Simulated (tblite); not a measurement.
A geometry optimisation, step by step.

Compound: C₅H₉Ge₂N.
Numbering: `[CH:1]#[C:2][CH2:3][GeH2:4][CH2:5][GeH2:6][C:7]#[N:8]` (hydrogens: H9 on C1; H10, H11 on C3; H12, H13 on Ge4; H14, H15 on C5; H16, H17 on Ge6)

Computed with GFN2-xTB (tblite), gas phase: L-BFGS steps from a force-field or distance-geometry start until the largest atomic force falls under 0.01 eV/Å. 9 of its 132 geometries are shown.

Step 0: E = -596.1570 eV, largest atomic force 1.974 eV/Å
```
atom  x, y, z in Å  |  force x, y, z in eV/Å
C1     -2.715   -1.228    1.331    0.357   0.594  -0.250
C2     -2.155   -0.216    0.982   -0.223  -0.467   0.355
C3     -1.443    0.994    0.582   -0.962   0.148   0.391
Ge4    -0.563    0.703   -1.134   -0.100   0.383  -0.741
C5      0.602   -0.863   -1.010    0.013  -0.391  -0.742
Ge6     1.938   -0.594    0.365   -0.093  -0.818   0.863
C7      2.971    0.953   -0.026    1.136   1.595  -0.253
N8      3.603    1.897   -0.257   -1.000  -1.460   0.329
H9     -3.221   -2.111    1.632    0.203   0.381  -0.130
H10    -2.187    1.823    0.475    0.527  -0.504   0.217
H11    -0.703    1.268    1.345   -0.226  -0.006  -0.054
H12     0.273    1.942   -1.492   -0.270  -0.298  -0.013
H13    -1.635    0.453   -2.212    0.329   0.131   0.195
H14     0.002   -1.759   -0.777    0.285   0.303  -0.185
H15     1.104   -1.002   -1.992   -0.306  -0.127   0.523
H16     1.244   -0.421    1.753    0.496   0.012  -0.566
H17     2.877   -1.827    0.424   -0.166   0.523   0.060
```

Step 16: E = -596.3236 eV, largest atomic force 0.050 eV/Å
```
atom  x, y, z in Å  |  force x, y, z in eV/Å
C1     -2.704   -1.221    1.324    0.007   0.011   0.002
C2     -2.162   -0.199    1.014    0.004  -0.017  -0.011
C3     -1.482    1.001    0.593   -0.015   0.004   0.030
Ge4    -0.583    0.718   -1.159    0.020  -0.019  -0.022
C5      0.599   -0.869   -1.037   -0.017   0.013   0.015
Ge6     1.938   -0.650    0.384   -0.011  -0.003  -0.019
C7      2.971    0.919    0.006   -0.005  -0.017   0.012
N8      3.574    1.863   -0.236   -0.005  -0.002   0.008
H9     -3.203   -2.093    1.627    0.011   0.005   0.004
H10    -2.200    1.820    0.523   -0.030   0.021  -0.034
H11    -0.735    1.281    1.342    0.020  -0.006  -0.009
H12     0.215    1.939   -1.537   -0.008   0.003   0.005
H13    -1.600    0.490   -2.252    0.008  -0.012   0.009
H14    -0.008   -1.750   -0.823   -0.002   0.013   0.007
H15     1.099   -1.040   -1.990    0.000   0.021   0.020
H16     1.343   -0.415    1.743    0.028  -0.022  -0.013
H17     2.930   -1.781    0.467   -0.005   0.009  -0.007
```

Step 33: E = -596.3274 eV, largest atomic force 0.043 eV/Å
```
atom  x, y, z in Å  |  force x, y, z in eV/Å
C1     -2.684   -1.216    1.333    0.001   0.003   0.008
C2     -2.162   -0.187    1.008   -0.007   0.007   0.007
C3     -1.504    1.021    0.575   -0.001  -0.012   0.009
Ge4    -0.590    0.728   -1.165    0.024  -0.024  -0.026
C5      0.594   -0.854   -1.019   -0.032   0.004  -0.016
Ge6     1.950   -0.672    0.389   -0.026  -0.004  -0.025
C7      2.971    0.908    0.035    0.008   0.008   0.001
N8      3.563    1.860   -0.199    0.005   0.010   0.009
H9     -3.166   -2.092    1.649    0.013   0.010  -0.004
H10    -2.234    1.829    0.488   -0.009  -0.008   0.000
H11    -0.758    1.318    1.318   -0.008   0.013   0.008
H12     0.196    1.954   -1.548   -0.006  -0.004  -0.011
H13    -1.590    0.457   -2.265    0.012   0.021   0.015
H14    -0.024   -1.729   -0.813    0.007  -0.012   0.024
H15     1.092   -1.028   -1.974    0.014   0.009   0.010
H16     1.397   -0.482    1.772   -0.011  -0.010  -0.007
H17     2.942   -1.802    0.407    0.015  -0.011   0.001
```

Step 49: E = -596.3297 eV, largest atomic force 0.034 eV/Å
```
atom  x, y, z in Å  |  force x, y, z in eV/Å
C1     -2.656   -1.206    1.355    0.010   0.010  -0.006
C2     -2.152   -0.174    1.015   -0.010  -0.004  -0.001
C3     -1.518    1.040    0.561   -0.014  -0.019   0.025
Ge4    -0.589    0.728   -1.169    0.011  -0.020   0.002
C5      0.587   -0.858   -1.022    0.001  -0.012   0.002
Ge6     1.956   -0.689    0.376    0.003   0.013  -0.008
C7      2.969    0.908    0.068   -0.012  -0.003   0.002
N8      3.559    1.869   -0.133   -0.004  -0.001   0.009
H9     -3.121   -2.090    1.678    0.018   0.023   0.003
H10    -2.271    1.823    0.441    0.002  -0.003   0.011
H11    -0.795    1.378    1.309   -0.001   0.001  -0.018
H12     0.203    1.944   -1.567    0.011   0.018   0.002
H13    -1.593    0.468   -2.265    0.003  -0.006  -0.004
H14    -0.027   -1.732   -0.799   -0.016   0.000  -0.009
H15     1.074   -1.038   -1.980    0.010  -0.002  -0.001
H16     1.402   -0.551    1.764   -0.001   0.001  -0.006
H17     2.965   -1.808    0.358   -0.011   0.003  -0.002
```

Step 66: E = -596.3317 eV, largest atomic force 0.059 eV/Å
```
atom  x, y, z in Å  |  force x, y, z in eV/Å
C1     -2.600   -1.194    1.400    0.006  -0.007  -0.005
C2     -2.128   -0.158    1.026   -0.002  -0.002   0.010
C3     -1.524    1.056    0.538    0.008   0.001  -0.007
Ge4    -0.584    0.725   -1.183   -0.006   0.042  -0.041
C5      0.573   -0.873   -1.040   -0.007   0.002  -0.002
Ge6     1.938   -0.711    0.359    0.042   0.019   0.003
C7      2.931    0.910    0.114   -0.024  -0.029   0.014
N8      3.515    1.886   -0.023    0.001   0.016  -0.013
H9     -3.037   -2.080    1.751   -0.006  -0.008   0.013
H10    -2.291    1.820    0.399   -0.014   0.002   0.003
H11    -0.807    1.430    1.276    0.015  -0.003  -0.006
H12     0.224    1.939   -1.563    0.002  -0.007  -0.006
H13    -1.571    0.478   -2.301   -0.002   0.008   0.020
H14    -0.051   -1.738   -0.818   -0.007  -0.013  -0.002
H15     1.058   -1.056   -1.998    0.011  -0.001  -0.007
H16     1.381   -0.610    1.748   -0.009  -0.018   0.009
H17     2.965   -1.812    0.307   -0.008  -0.002   0.017
```

Step 82: E = -596.3357 eV, largest atomic force 0.076 eV/Å
```
atom  x, y, z in Å  |  force x, y, z in eV/Å
C1     -2.460   -1.169    1.500    0.011  -0.003  -0.003
C2     -2.038   -0.146    1.041    0.006   0.014   0.024
C3     -1.500    1.070    0.486    0.005   0.011  -0.024
Ge4    -0.571    0.739   -1.245    0.029   0.023   0.066
C5      0.551   -0.883   -1.091    0.018  -0.019   0.011
Ge6     1.877   -0.756    0.354   -0.045  -0.051  -0.001
C7      2.813    0.908    0.225    0.020   0.055   0.002
N8      3.354    1.915    0.151   -0.015  -0.026  -0.003
H9     -2.853   -2.044    1.925   -0.002  -0.015  -0.013
H10    -2.307    1.793    0.344    0.022   0.003   0.001
H11    -0.779    1.500    1.190   -0.013  -0.001  -0.015
H12     0.276    1.934   -1.594   -0.003   0.011  -0.019
H13    -1.550    0.542   -2.375   -0.032  -0.020  -0.017
H14    -0.097   -1.737   -0.889    0.012  -0.006  -0.013
H15     1.060   -1.074   -2.036   -0.008   0.014   0.012
H16     1.275   -0.760    1.729   -0.002   0.004  -0.009
H17     2.940   -1.821    0.276   -0.004   0.006   0.001
```

Step 98: E = -596.3420 eV, largest atomic force 0.045 eV/Å
```
atom  x, y, z in Å  |  force x, y, z in eV/Å
C1     -2.287   -1.138    1.555   -0.003  -0.010   0.007
C2     -1.922   -0.101    1.080    0.007   0.014  -0.023
C3     -1.442    1.113    0.467   -0.010   0.005  -0.014
Ge4    -0.561    0.741   -1.280   -0.006  -0.010  -0.007
C5      0.544   -0.895   -1.142    0.004   0.000   0.001
Ge6     1.785   -0.818    0.378   -0.010  -0.004   0.003
C7      2.657    0.887    0.335    0.012   0.027  -0.012
N8      3.144    1.922    0.273   -0.013  -0.034   0.026
H9     -2.638   -2.020    2.002    0.005   0.004  -0.001
H10    -2.276    1.803    0.317   -0.015   0.007   0.015
H11    -0.720    1.598    1.130    0.014  -0.015  -0.001
H12     0.281    1.921   -1.681    0.008   0.016  -0.014
H13    -1.577    0.529   -2.379   -0.009   0.000   0.016
H14    -0.114   -1.756   -1.029    0.018  -0.011   0.012
H15     1.110   -1.033   -2.064   -0.007   0.002   0.000
H16     1.119   -0.902    1.719   -0.003   0.016   0.002
H17     2.890   -1.839    0.309    0.008  -0.008  -0.010
```

Step 115: E = -596.3441 eV, largest atomic force 0.042 eV/Å
```
atom  x, y, z in Å  |  force x, y, z in eV/Å
C1     -2.215   -1.123    1.571   -0.026   0.002   0.012
C2     -1.887   -0.081    1.079    0.015   0.005  -0.009
C3     -1.427    1.131    0.450    0.005   0.003  -0.014
Ge4    -0.573    0.737   -1.305   -0.014  -0.003  -0.011
C5      0.536   -0.895   -1.161    0.003  -0.002   0.003
Ge6     1.759   -0.835    0.375   -0.018  -0.003   0.018
C7      2.614    0.879    0.392   -0.010  -0.026   0.013
N8      3.085    1.923    0.399    0.022   0.036  -0.003
H9     -2.547   -2.002    2.037    0.002  -0.011  -0.003
H10    -2.264    1.819    0.313    0.003  -0.003   0.014
H11    -0.691    1.618    1.098    0.006   0.008  -0.002
H12     0.267    1.905   -1.746   -0.007   0.011  -0.002
H13    -1.615    0.511   -2.378    0.012  -0.004   0.012
H14    -0.116   -1.762   -1.058    0.007  -0.005  -0.004
H15     1.114   -1.024   -2.077   -0.008  -0.009  -0.002
H16     1.081   -0.940    1.709    0.011  -0.008  -0.023
H17     2.872   -1.848    0.292   -0.003   0.008   0.002
```

Step 131: E = -596.3453 eV, largest atomic force 0.007 eV/Å
```
atom  x, y, z in Å  |  force x, y, z in eV/Å
C1     -2.232   -1.123    1.555   -0.005   0.001   0.001
C2     -1.877   -0.083    1.077   -0.001  -0.001  -0.001
C3     -1.403    1.129    0.457    0.000   0.003   0.001
Ge4    -0.590    0.730   -1.315    0.003  -0.002   0.005
C5      0.541   -0.889   -1.164   -0.001  -0.001  -0.002
Ge6     1.753   -0.819    0.380    0.000   0.001  -0.005
C7      2.623    0.888    0.406    0.002   0.000   0.002
N8      3.113    1.923    0.416   -0.005  -0.001   0.000
H9     -2.575   -2.006    2.005   -0.002   0.000   0.005
H10    -2.229    1.835    0.348   -0.003   0.004  -0.005
H11    -0.644    1.593    1.094    0.005  -0.004   0.003
H12     0.221    1.907   -1.788    0.000   0.000  -0.001
H13    -1.651    0.472   -2.359   -0.001  -0.002   0.001
H14    -0.104   -1.762   -1.059    0.001  -0.002  -0.002
H15     1.121   -1.019   -2.078    0.003   0.003  -0.001
H16     1.062   -0.926    1.706    0.003  -0.002   0.000
H17     2.863   -1.836    0.309    0.001   0.003   0.000
```

Task: Summarise the path.

Result: The energy falls by 4.34 kcal/mol from step 0 to step 131; nine tenths of that is first reached at step 29. It rises by more than 0.2 meV at step 1. The largest force goes from 1.974 to 0.007 eV/Å. Among the bonds Ge6–H16 changes most, from 1.562 to 1.499 Å; the atoms move by 0.410 Å rms after alignment.

What follows is the cost of the whole relaxation. On an Arm Neoverse N1 with one thread, shared host with 64 logical CPUs at a one-minute load of 62, this took 1.8 s.
